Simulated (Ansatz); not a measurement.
Ansatz (a quantum-chemistry and plane-wave program) input:

Ansatz 0.2 input:
```yaml
crystal:
  periodic: [false, false, false]
  atoms:
    - {symbol: Rb, position_ang: [-0.00000000, -0.00000000, -0.67636361]}
    - {symbol: F, position_ang: [0.00000000, 0.00000000, 2.78060594]}
basis:
  gaussian:
    orbitals: def2-SVPD
total_charge: 1
magnetization: {spin_polarized: true, initial_magnetization: 1}
correlation: {method: ccsd_t, electrons: outside_noble_gas}
output: {forces: true}
```

### Question
What final total energy does it print?

### Answer
-123.11424 Eh (CCSD(T)/def2-SVPD). The basis has 50 functions.
